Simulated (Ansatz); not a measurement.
**Errors in the atomisation enthalpy at 298 K**

8 molecules without hydrogen; the atomisation enthalpy at 298 K in kJ/mol, computed less measured. Shapes, held fixed at every level: PBE0-D4/def2-TZVP. Flexible molecules stand in one conformer, not always the lowest. Thermal terms are harmonic and unscaled (PBE0-D4/def2-TZVP); the spin-orbit lowering of the free atoms is taken from their spectra. Programs: Ansatz 0.2.0. Measured values: Active Thermochemical Tables, CRC Handbook of Chemistry and Physics, NIST-JANAF tables.

Levels: A = HF/def2-SVP; B = HF/def2-TZVPP; C = r2SCAN-D4/def2-TZVPP.

```csv
molecule,from tabulated heats,A,B,C
N2O (nitrous oxide),1112,-774,-768,+18
AsBr3 (arsenous tribromide),768,-442,-414,+21
BCl3 (boron trichloride),1337,-307,-334,+38
CBr2F2 (dibromodifluoromethane),1484,-631,-635,+27
CF4 (tetrafluoromethane),1968,-653,-686,+20
GeCl4 (germanium tetrachloride),1353,-422,-398,+46
SO2F2 (sulfuryl fluoride),1693,-1110,-883,+30
C2Cl2F4 (dichlorotetrafluoroethane),2931,-1069,-1100,+32
```

Question: Sum up the errors.

Answer: 
| level | kind | mean error | mean absolute error | worst case |
| --- | --- | --- | --- | --- |
| HF/def2-SVP | Hartree–Fock | -676.0 | 676.0 | SO2F2 |
| HF/def2-TZVPP | Hartree–Fock | -652.2 | 652.2 | C2Cl2F4 |
| r2SCAN-D4/def2-TZVPP | meta-GGA | +29.0 | 29.0 | GeCl4 |

On this set r2SCAN-D4/def2-TZVPP has the smallest mean absolute error and HF/def2-SVP the largest. Without SO2F2 the largest would be that of HF/def2-TZVPP. HF/def2-SVP is too low in 8 of 8; HF/def2-TZVPP is too low in 8 of 8; r2SCAN-D4/def2-TZVPP is too high in 8 of 8. The heats of AsBr3, GeCl4, SO2F2 come from older tables and can be uncertain by 10 kJ/mol or more. The molecules' own spin-orbit binding is left out, so errors for heavy halides read too negative. Heats of the atoms come from ATcT where it has them, that of boron, 570 kJ/mol, from recent work. The levels differ in basis as well as in method. With so many references in doubt the order of the levels isn't settled. The tabulated value of C2Cl2F4 is in doubt (older tables, estimates, or at odds with other calculations) and kept here. Over the 7 molecules whose values aren't doubted the mean absolute errors are A 619.9; B 588.3; C 28.6. The largest two are near a tie. Hartree–Fock lacks correlation and underbinds. Relativity is left out for As, Br, Ge. The set is small.
